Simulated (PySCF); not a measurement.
## Ionisation energy of V by level of theory

V [Ar] 3d3 4s2 (4F) → V⁺ [Ar] 3d4 (5D), as a difference of total energies. Calculation: PySCF 2.14, in def2-SVP (5s3p2d1f, 31 functions); the non-relativistic Hamiltonian (point nucleus). Correlated levels: valence: [Ar] frozen. The calculations carry no spin-orbit coupling.

| method | ionisation energy (eV) | difference from reference (eV) |
| --- | --- | --- |
| UHF | 6.046 | -0.686 |
| PBE0 | 6.205 | -0.527 |
| TPSS | 6.201 | -0.531 |
| MP2 (valence) | 6.236 | -0.496 |
| SCS-MP2 (valence) | 6.646 | -0.086 |

Reference: 6.732 eV (measured; NIST levels, between the centres of gravity of the two terms).

These non-relativistic numbers lack the scalar-relativistic shift.

Errors of the correlated levels include the incompleteness of this basis and the frozen core.
